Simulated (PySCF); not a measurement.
Al(Cl)(Et)(NH2) (C2H7AlClN), SMILES [Cl][Al]([NH2])[CH2]C.

Geometry: PBE-D3(BJ)/def2-SVP. The structure was generated by enumeration; whether it is a known compound was not checked. Other conformers were not sampled.

Two levels are set side by side: TDA-PBE/def2-SVPD (PySCF) and TDA-M06-2X/def2-SVPD (PySCF). Vertical, same geometry. The lowest singlet is HOMO→LUMO 98 % with PBE and HOMO→LUMO 85 % with the other functional; states are paired by order. Differences are taken from unrounded values.

| quantity | TDA-PBE |
|---|---|
| lowest singlet excitation (eV) | 5.22 |
| lowest triplet excitation (TDA) (eV) | 4.90 |
| first bright state (f over 0.05) (eV) | 5.76 |
| its oscillator strength | 0.06 |

Task: These are the TDA-PBE values. What does TDA-M06-2X give? (The exact figures need the calculation; the answer reports its results.)

Result: 
| quantity | TDA-M06-2X | TDA-PBE minus TDA-M06-2X |
|---|---|---|
| lowest singlet excitation (eV) | 6.18 | -0.96 |
| lowest triplet excitation (TDA) (eV) | 5.83 | -0.93 |
| first bright state (f over 0.05) (eV) | 6.61 | -0.85 |
| its oscillator strength | 0.05 | 0.00 |

Functionals without exact exchange tend to place singlet excitations lower, as here. Differences between two approximate levels are no errors against the true value.

Rough cost on one machine, each run with all the roots and properties that it gave: TDA-M06-2X against TDA-PBE about 9 times.
